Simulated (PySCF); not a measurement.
Computed shifts of a molecule C4F6, KT2/pcSseg-1 (PySCF), GIAO, gas phase, equivalent atoms averaged, in ppm (number of nuclei): ¹⁹F: -81.8 (6). ¹³C: 125.5 (2), 73.4 (2). References: ¹⁹F against CFCl3 (σ = 127.1 ppm); ¹³C against TMS (σ = 185.1 ppm), references at their B3LYP-D3(BJ)/def2-TZVP geometries, non-relativistic. Geometry optimised at PBE-D3(BJ)/def2-SVP. Other conformers were not sampled.

Q: Pick the molecule that these values belong to.
A. FC(F)(F)C#CC(F)(F)F
B. FC(F)=C(F)C(F)=C(F)F
C. FC1=C(F)C(F)(F)C1(F)F

A: A, FC(F)(F)C#CC(F)(F)F
